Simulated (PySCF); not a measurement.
## Calculated NMR parameters of COc1cnn([SiH](C)C)n1

```
Formula                               : C5H11N3OSi
SMILES                                : COc1cnn([SiH](C)C)n1
InChI                                 : InChI=1S/C5H11N3OSi/c1-9-5-4-6-8(7-5)10(2)3/h4,10H,1-3H3
Point group of the computed structure : C1
Degrees of unsaturation               : 3
Carbon signals                        : 4
Proton signals                        : 4
```

Mapped SMILES: `[CH3:1][O:2][c:3]1[cH:4][n:5][n:6]([SiH:7]([CH3:8])[CH3:9])[n:10]1` (H(Xn): hydrogen on atom n).

No solvent, no relativistic terms, single conformer, rapidly exchanging positions averaged. Geometry from GFN2-xTB; NMR shieldings at PBE0/pcSseg-1/GIAO; PySCF 2.14.0 with density-fitted response routines.

δ = σ(ref) − σ, references computed at the same level: $^{1}$H (σref 31.72) and $^{13}$C (σref 186.93) and $^{29}$Si (σref 349.16) vs TMS; $^{15}$N (σref 267.73) vs NH3; $^{17}$O (σref 336.08) against H2O.

| carbon | δC, type | δH (multiplicity) | HMBC from (2–3 bonds) | span of the C tensor (ppm) |
| --- | --- | --- | --- | --- |
| C1 | 57.9, CH3 | 4.13 (s) | – | 75 |
| C3 | 171.5, C | – | H(C4), H(C1) | 119 |
| C4 | 127.7, CH | 7.37 (s) | – | 152 |
| C8/C9 | -1.4, CH3 | 0.49 (d) | H(Si7), H(C8)/H(C9) | 13 |

Other nuclei:
```json
{"atoms": "H(Si7)", "nucleus": "$^{1}$H", "environment": "hydrogen on a silicon bonded to 2 C, N", "δ (ppm)": "5.51", "σ (ppm)": "26.21"}
{"atoms": "Si7", "nucleus": "$^{29}$Si", "environment": "silicon bonded to 2 C, N, H", "δ (ppm)": "-1.0", "σ (ppm)": "350.1"}
{"atoms": "N5", "nucleus": "$^{15}$N", "environment": "pyridine-type nitrogen of an azole", "δ (ppm)": "381.6", "σ (ppm)": "-113.9"}
{"atoms": "N10", "nucleus": "$^{15}$N", "environment": "pyridine-type nitrogen of an azole", "δ (ppm)": "331.4", "σ (ppm)": "-63.6"}
{"atoms": "N6", "nucleus": "$^{15}$N", "environment": "pyrrole-type ring nitrogen", "δ (ppm)": "260.9", "σ (ppm)": "6.8"}
{"atoms": "O2", "nucleus": "$^{17}$O", "environment": "ether oxygen", "δ (ppm)": "78.0", "σ (ppm)": "258.1"}
```

- Carbon types of the structure: 1 × C, 1 × CH, 3 × CH3, leaving 1 H on heteroatoms.
- δC 171.5: aromatic carbon bearing oxygen; σ withdrawal by the attached heteroatom moves it downfield of the ring CH carbons.
- δC 127.7: aromatic CH next to a ring nitrogen.
- δC 57.9: methyl carbon bonded to O; deshielded by the electronegative neighbour.
- δC -1.4: methyl carbon bonded to Si; an electropositive neighbour leaves it electron-rich and shielded.
- δH 7.37: hydrogen on an aromatic CH next to a ring nitrogen; it sits in the deshielding region of the aromatic ring current.

Shifts are as computed. Against solution values, carbons near 30 ppm lie about +3 ppm off and those near 130 ppm about +5 ppm. Of 1211 compounds with measured shifts, 218 miss one by over three times the rms of a fit or turn the order of signals round; such compounds aren't used in these exercises. Experimental scales use liquid or dissolved standards, which lie at an offset from isolated NH3 (liquid NH3: subtract about 20 ppm) and H2O (liquid H2O: subtract about 36 ppm). Unscaled 15N shifts of sp2 nitrogen come out 20 to 40 ppm too high even then. Multiplicities follow the n + 1 count of equivalent neighbours, as no J values were calculated; m marks all less simple cases, F and P coupling included.
